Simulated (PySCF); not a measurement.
# Electron correlation in Mo⁺ (molybdenum, charge +1)

[Kr] 4d4 5s1, high-spin 6D determinant (an excited configuration). Computed with PySCF 2.14 in def2-TZVPPD with the def2 core potential (28 electrons) (6s4p3d2f1g, 56 functions), with scalar relativity through the core potential. Frozen: 4s2 4p6; 5 electrons correlated.

```json
{"level": "CCSD", "correlation energy (mhartree)": "-57.60"}
{"level": "(T)", "correlation energy (mhartree)": "-0.94"}
{"level": "CCSD(T)", "correlation energy (mhartree)": "-58.54"}
```

Diagnostics: T1 = 0.0053, D1 = 0.0159, largest double amplitude 0.026.

Problem. Is a single reference adequate?

Solution. Yes, within this model without spin-orbit coupling: T1 lies below 0.03 and no double amplitude reaches 0.07.
